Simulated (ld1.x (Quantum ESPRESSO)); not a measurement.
**An all-electron radial function and its pseudo partner (Sn)**

Columns: radius, all-electron u(r) and pseudo u(r) of the 5p shell (level -4.03 eV) of tin in the configuration [Kr] 4d10 5s1.5 5p2.5; Wu–Cohen, scalar-relativistic, PAW scheme, ld1.x (Quantum ESPRESSO) 7.5.

```csv
r (bohr),all-electron,pseudo
0.150,-0.0520,-0.0077
0.300,-0.1346,-0.0304
0.450,0.0871,-0.0666
0.600,0.2419,-0.1144
0.750,0.2525,-0.1709
0.900,0.1648,-0.2329
1.050,0.0342,-0.2973
1.200,-0.1037,-0.3608
1.350,-0.2304,-0.4206
1.500,-0.3382,-0.4743
1.650,-0.4255,-0.5203
1.800,-0.4931,-0.5574
1.950,-0.5431,-0.5854
2.100,-0.5779,-0.6045
2.250,-0.6000,-0.6156
2.400,-0.6115,-0.6196
2.550,-0.6142,-0.6177
2.700,-0.6099,-0.6109
2.850,-0.6001,-0.6002
3.000,-0.5858,-0.5858
3.150,-0.5682,-0.5682
3.300,-0.5480,-0.5480
3.450,-0.5259,-0.5259
3.600,-0.5024,-0.5024
3.750,-0.4782,-0.4782
3.900,-0.4535,-0.4535
```

Task: How many radial nodes do the two functions have?

Result: The all-electron 5p function has n − l − 1 = 3 (the table is too coarse to show those close to the nucleus); the pseudo-wave has 0, since the states of the same l below it are removed with the core.

Task: At about which radius was the pseudo-wave matched?

Result: 3.00 bohr, where the columns begin to agree (steps of 0.15 bohr).

Task: Where does each function peak?

Result: Outermost all-electron maximum near 2.55 bohr, pseudo maximum near 2.40 bohr (to the table’s step).

Task: Is the pseudo-wave norm-conserving?

Result: No, it belongs to a PAW set: the norm inside the radius is not constrained, and the difference is carried by the augmentation charge.
